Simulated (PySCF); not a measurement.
Compound: C6H4F2.
Numbering: `[F:1][c:2]1[cH:3][cH:4][c:5]([F:6])[cH:7][cH:8]1` (hydrogens: H9 on C3; H10 on C4; H11 on C7; H12 on C8)

The same species was optimised twice, with GFN2-xTB and with PBE0-D3(BJ)/def2-SVP (PySCF), and the same property calculations (PySCF, gas phase) were run on both structures.

```tsv
coordinate	GFN2-xTB	PBE0-D3(BJ)/def2-SVP	change
C5–F6 (Å)	1.347	1.332	-0.015
F1–C2 (Å)	1.347	1.332	-0.015
C3–C4 (Å)	1.383	1.393	+0.010
C7–C8 (Å)	1.383	1.393	+0.010
C2–C3 (Å)	1.384	1.390	+0.006
C4–C5 (Å)	1.384	1.390	+0.006
C5–C7 (Å)	1.384	1.390	+0.006
C2–C8 (Å)	1.384	1.390	+0.006
C3–C2–C8 (°)	122.2	121.5	-0.7
C4–C5–C7 (°)	122.2	121.5	-0.7
F1–C2–C3 (°)	118.9	119.3	+0.4
C2–C8–C7 (°)	118.9	119.3	+0.4
C4–C5–F6 (°)	118.9	119.2	+0.3
C3–C4–C5 (°)	118.9	119.3	+0.4
C2–C3–C4 (°)	118.9	119.2	+0.3
F6–C5–C7 (°)	118.9	119.2	+0.3
```

Rotational constants: A = 5690, B = 1434, C = 1146 MHz (GFN2-xTB) against A = 5668, B = 1428, C = 1141 MHz (PBE0-D3(BJ)/def2-SVP). Point groups within 0.08 Å: D2h and D2h.

On the GFN2-xTB structure: HOMO (eV) -7.23 [PBE0/pcSseg-1]; LUMO (eV) -0.86 [PBE0/pcSseg-1]; GIAO shielding of F1/F6 (mean) (ppm) 293.5 [PBE0/pcSseg-1]; GIAO shielding of C2/C5 (mean) (ppm) 18.6 [PBE0/pcSseg-1]; GIAO shielding of C3/C4/C7/C8 (mean) (ppm) 64.3 [PBE0/pcSseg-1].

Problem. What do these properties become on the PBE0-D3(BJ)/def2-SVP structure?

Solution. 
| property | level | on GFN2-xTB | on PBE0-D3(BJ)/def2-SVP | change |
| --- | --- | --- | --- | --- |
| HOMO (eV) | PBE0/pcSseg-1 | -7.23 | -7.18 | +0.05 |
| LUMO (eV) | PBE0/pcSseg-1 | -0.86 | -0.87 | -0.01 |
| energy, GFN2-xTB geometry as zero (kcal/mol) | PBE0/pcSseg-1 | 0.0 | 0.0 | 0.0 |
| GIAO shielding of F1/F6 (mean) (ppm) | PBE0/pcSseg-1 | 293.5 | 295.7 | +2.2 |
| GIAO shielding of C2/C5 (mean) (ppm) | PBE0/pcSseg-1 | 18.6 | 18.6 | 0.0 |
| GIAO shielding of C3/C4/C7/C8 (mean) (ppm) | PBE0/pcSseg-1 | 64.3 | 62.6 | -1.7 |

The heavy atoms differ by 0.008 Å rms after alignment. Among bonds between heavy atoms F1–C2 and C5–F6 change most and about equally (-0.015 Å). Changes are differences of the printed values. Neither structure is proved a minimum here.
